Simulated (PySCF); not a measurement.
Input for PySCF: R-B3LYP/3-21G on AlAsH4O (SMILES [OH][AlH][AsH2]), a point of a torsion scan.

```python
from pyscf import gto, scf, dft, mp
from pyscf.data.elements import chemcore

mol = gto.M(
    atom='''
    O    -1.66321140   -0.58105700    0.43897093
    Al   -0.46061302    0.32239660   -0.23135420
    As    1.87027555   -0.25666165   -0.02592409
    H    -2.42279044   -1.03340122    0.78097032
    H    -0.96974353    1.60645053   -0.93302137
    H     1.44127926   -0.86027603    1.29554723
    H     2.03944803    1.07757632    0.66792795
    ''',
    basis='3-21g',
    charge=0, spin=0, verbose=3, max_memory=1800)
mf = dft.RKS(mol, xc='b3lyp')
mf.conv_tol = 1e-8
mf.max_cycle = 100
mf.kernel()
if not mf.converged:
    mf = mf.newton().run(mf.mo_coeff, mf.mo_occ)
```

**Question.** Predict the final total energy.

**Answer.** -2543.4928 hartree.
